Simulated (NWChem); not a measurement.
MgH2; SMILES [MgH2]

Program: NWChem. All runs use the structure optimised with B3LYP/6-31G* (spherical d). Vertical excitations in the gas phase.

**Question.** What does the run give for LDA (Slater exchange, VWN5)/aug-cc-pVDZ, TDA? Quantities: lowest excitation, singlet (eV); oscillator strength of that lowest state; lowest state with f > 0.02, singlet (eV); orbital gap (eV).

**Answer.** 
* **lowest excitation, singlet (eV)**: 4.75
* **oscillator strength of that lowest state**: 0.000
* **lowest state with f > 0.02, singlet (eV)**: 6.40
* **orbital gap (eV)**: 4.66
